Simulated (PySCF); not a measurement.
HSE06 on C⁻ (carbon, charge -1), [He] 2s2 2p3, high-spin 4S determinant. All numbers are calculated (PySCF 2.14, the non-relativistic Hamiltonian (point nucleus), in aug-cc-pVQZ).

```
cycle= 1 E= -37.8627298622031  delta_E= -0.00372  |g|= 0.0167  |ddm|= 0.294
cycle= 2 E= -37.8623592096018  delta_E= 0.000371  |g|= 0.0272  |ddm|= 0.0992
cycle= 3 E= -37.863005035719  delta_E= -0.000646  |g|= 0.000701  |ddm|= 0.0614
cycle= 4 E= -37.8630058325109  delta_E= -7.97e-07  |g|= 0.000343  |ddm|= 0.00288
cycle= 5 E= -37.863005951215  delta_E= -1.19e-07  |g|= 2.06e-05  |ddm|= 0.000974
cycle= 6 E= -37.8630059515952  delta_E= -3.8e-10  |g|= 2.99e-06  |ddm|= 5.82e-05
converged SCF energy = -37.8630059515952  <S^2> = 3.7527985  2S+1 = 4.001399
```

Highest occupied orbital energy: 1.284 eV; ⟨L²⟩ = 0.00; populations by l: s 4.00, p 3.00, d 0.00, f 0.00.

Task: Can this result be used?

Result: With care. The run converged. At HSE06 the highest occupied level has a positive energy, so only the finite basis holds that electron; in a semilocal or global hybrid functional this comes from self-interaction and does not mean that the real anion is unbound.
